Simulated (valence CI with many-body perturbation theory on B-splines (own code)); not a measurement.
**Re XXVI: what each term of the Hamiltonian does**

Computed by configuration interaction combined with many-body perturbation theory (CI+MBPT): four valence electrons over a frozen Dirac-Fock core [Kr] 4d10, a basis of 8 s, 8 p, 9 d, 9 f, 6 g, 3 h, 2 i functions for each j, with the one-electron correlation potential Σ1 (screened to all orders), the two-electron term Σ2, the three-electron term Σ3, Breit, model QED; selected single and double excitations, second order for the rest, scaled by the run's own slope (own B-spline code, finite nucleus).

No measured levels were compared; by estimate terms of the open shell hold to a few per cent of their energy, and close levels can change places. Core correlation moves these levels by up to 4300 cm⁻¹, and in measured spectra 5 to 20 % of such shifts remained as error; rates that hang on mixing are uncertain with them. Only levels of the ground parity were solved; by the run's estimate the other parity begins above the list, which can be wrong where configurations are misplaced.

Each rung adds one term. CI alone is the Dirac-Coulomb CI over the frozen core; QED comes last and gives the full result, which names the levels. Energies are above (4f5/2^4) J=4 on the same rung, in cm⁻¹.

Levels are named by their leading jj configuration (3d3/2^4 stands for four electrons in 3d with j = 3/2), which in mixed levels can hold well under half, so a name can repeat and another be missing. Letters in brackets count levels of one name in rising energy.

```tsv
Level	CI alone
(4f5/2^3 4f7/2) J=5 [a]	15718
(4f5/2^2 4f7/2^2) J=6 [a]	29245
(4f5/2^4) J=2	37124
(4f5/2^2 4f7/2^2) J=7 [a]	40208
(4f5/2^3 4f7/2) J=1 [a]	43463
(4f5/2^3 4f7/2) J=4 [a]	45938
(4f5/2^3 4f7/2) J=8 [a]	49305
(4f5/2^3 4f7/2) J=3 [a]	51110
(4f5/2^3 4f7/2) J=2 [a]	55618
(4f5/2^3 4f7/2) J=2 [b]	56832
(4f5/2^3 4f7/2) J=3 [b]	58270
(4f5/2^2 4f7/2^2) J=6 [b]	60825
(4f5/2^3 4f7/2) J=5 [b]	64996
(4f5/2^3 4f7/2) J=7	65938
(4f5/2^2 4f7/2^2) J=4 [a]	67308
(4f5/2^3 4f7/2) J=8 [b]	71840
```

**Question.** What do these energies become with core correlation, Breit and QED?

**Answer.** (4f5/2^3 4f7/2) J=5 [a] 15975 (+257); (4f5/2^2 4f7/2^2) J=6 [a] 29181 (-64); (4f5/2^4) J=2 35767 (-1358); (4f5/2^2 4f7/2^2) J=7 [a] 39447 (-761); (4f5/2^3 4f7/2) J=1 [a] 43016 (-447); (4f5/2^3 4f7/2) J=4 [a] 45016 (-922); (4f5/2^3 4f7/2) J=8 [a] 47767 (-1538); (4f5/2^3 4f7/2) J=3 [a] 50264 (-845); (4f5/2^3 4f7/2) J=2 [a] 53805 (-1813); (4f5/2^3 4f7/2) J=2 [b] 55032 (-1800); (4f5/2^3 4f7/2) J=3 [b] 56785 (-1485); (4f5/2^2 4f7/2^2) J=6 [b] 59923 (-902); (4f5/2^3 4f7/2) J=5 [b] 63729 (-1267); (4f5/2^3 4f7/2) J=7 64353 (-1585); (4f5/2^2 4f7/2^2) J=4 [a] 66489 (-819); (4f5/2^3 4f7/2) J=8 [b] 69648 (-2192).

**Question.** How does the ionisation energy move along the ladder, and which term matters most?

**Answer.** CI alone 775.47, + Σ1 778.90, + Σ2 787.59, + Σ3 787.64, + Breit 787.57, + QED 787.62 eV. The largest step is Σ2, 8.69 eV. NIST lists 810 ± 40 eV (theoretical).
